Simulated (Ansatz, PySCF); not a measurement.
C₂H₇Br₂NSi, singlet, at a GFN2-xTB geometry. Base run: CASSCF(2,4)/STO-3G run with PySCF.

PySCF was given this input:
```python
from pyscf import gto, scf, mcscf
import numpy

mol = gto.Mole()
mol.atom = '''
    C    -2.366550   -1.797670    0.963271
    C    -1.654570   -0.489583    1.283607
    Si    0.020691   -0.350205    0.425121
    N     1.071104   -1.612891    0.893799
    Br    0.858885    1.696291    0.811369
    Br   -0.153517   -0.552264   -1.779555
    H    -1.766550   -2.650277    1.274068
    H    -2.553149   -1.885024   -0.105385
    H    -3.323625   -1.846428    1.478686
    H    -1.513185   -0.403752    2.362409
    H    -2.288043    0.349899    0.988781
    H     1.225212   -1.827928    1.863511
    H     1.870764   -1.860820    0.334897
'''
mol.basis = 'sto-3g'
mol.charge = 0
mol.spin = 0
mol.verbose = 4
mol.build()

mf = scf.RHF(mol)
mf.kernel()
mc = mcscf.CASSCF(mf, 4, 2)
mc.fix_spin_(ss=0.0)
mc.kernel()
occ = numpy.linalg.eigvalsh(mc.fcisolver.make_rdm1(mc.ci, mc.ncas, mc.nelecas))[::-1]
ss = mc.fcisolver.spin_square(mc.ci, mc.ncas, mc.nelecas)[0]
print('natural occupations', occ.round(4), ' <S^2>', round(ss, 4))
```

Programs used: Ansatz (an electronic-structure program), PySCF; a row that names a program was run with it.

Each row names what was changed in the base input (with any setting that the change needs).

```json
[
 {"change": "base", "ΔE vs base (mEh)": "0.000", "natural occupations": "1.98 0.02 0.00 0.00", "<S^2> of the state": "0.00"},
 {"change": "correction = SC-NEVPT2", "ΔE vs base (mEh)": "-184.8", "natural occupations": "1.98 0.02 0.00 0.00", "<S^2> of the state": "0.00"},
 {"change": "orbitals = fixed (CASCI)", "ΔE vs base (mEh)": "8.686", "natural occupations": "2.00 0.00 0.00 0.00", "<S^2> of the state": "0.00"},
 {"change": "state_average = 2 states", "ΔE vs base (mEh)": "16.774", "natural occupations": "-", "<S^2> of the state": "-"},
 {"change": "start = MP2 natural orbitals", "ΔE vs base (mEh)": "-4.809", "natural occupations": "1.98 0.02 0.00 0.00", "<S^2> of the state": "0.00"},
 {"change": "active space = 4 electrons, 3 orbitals", "ΔE vs base (mEh)": "-0.645", "natural occupations": "2.00 1.98 0.02", "<S^2> of the state": "0.00"},
 {"change": "active space = 2 electrons, 3 orbitals", "ΔE vs base (mEh)": "0.101", "natural occupations": "1.98 0.02 0.00", "<S^2> of the state": "0.00"},
 {"change": "orbitals = fixed (CASCI); correction = SC-NEVPT2", "ΔE vs base (mEh)": "-181.4", "natural occupations": "2.00 0.00 0.00 0.00", "<S^2> of the state": "0.00"},
 {"change": "conv_tol = 1e-5", "ΔE vs base (mEh)": "0.137", "natural occupations": "1.98 0.02 0.00 0.00", "<S^2> of the state": "0.00"},
 {"change": "code = ansatz; correction = SC-NEVPT2, all electrons", "ΔE vs base (mEh)": "-187.5", "natural occupations": "-", "<S^2> of the state": "-"},
 {"change": "active space = 2 electrons, 2 orbitals", "ΔE vs base (mEh)": "0.233", "natural occupations": "1.98 0.02", "<S^2> of the state": "0.00"}
]
```

Active orbitals are taken around the Fermi level unless the row says otherwise; CASSCF can end in different local minima, and two programs can end on different orbitals. State-averaged rows give the lowest state.
